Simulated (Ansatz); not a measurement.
Ideal-gas functions of CH₅FSSi, SMILES `C[SiH](F)S` at 600 K and 1 bar, from an Ansatz frequency run at PBE0-D4/def2-TZVP.

Molar mass 96.2 g/mol, point group C1 (symmetry number 1), electronic degeneracy 1, moments of inertia 82.365, 161.288, 216.787 u Å². Harmonic wavenumbers (cm⁻¹, unscaled): 155, 163, 220, 244, 271, 504, 622, 701, 772, 800, 844, 898, 914, 1281, 1444, 1445, 2254, 2706, 3053, 3139, 3147.

Use S(trans) = R[1.5 ln M + 2.5 ln T − 1.1517]; rotational temperatures θ = 24.2544 K / I; S(rot) = R[ln(√π/σ · √(T³/θAθBθC)) + 1.5]; for each mode x = 1.438777 ν̃/T, S = R[x/(eˣ − 1) − ln(1 − e⁻ˣ)] and H = RT x/(eˣ − 1); 1 cm⁻¹ = 0.0119627 kJ/mol; R = 8.31446 J/(mol·K).

By hand: the entropy, in J/(mol·K).

Translation 180.3. Rotation: θ = 0.2945, 0.1504, 0.1119 K, giving 119.1. Vibration, mode by mode: 16.59, 16.18, 13.73, 12.89, 12.04, 7.23, 5.72, 4.91, 4.29, 4.07, 3.74, 3.38, 3.28, 1.64, 1.20, 1.19, 0.24, 0.09, 0.05, 0.04, 0.04, in all 112.5. Electronic 0.0. Sum 411.9 J/(mol·K).

By hand: H − E and G − E in kJ/mol, counted from the electronic energy.

Zero-point energy ½ × 25577 × 0.0119627 = 153.0; thermal vibration 35.6; translation, rotation and pV give 4 RT = 20.0. H − E = 208.6 kJ/mol, and G − E = 208.6 − 600 × 411.9/1000 = -38.5 kJ/mol.

Vibration gives 27 % of the entropy. The sum counts one conformer and one mirror image; others add a mixing term.
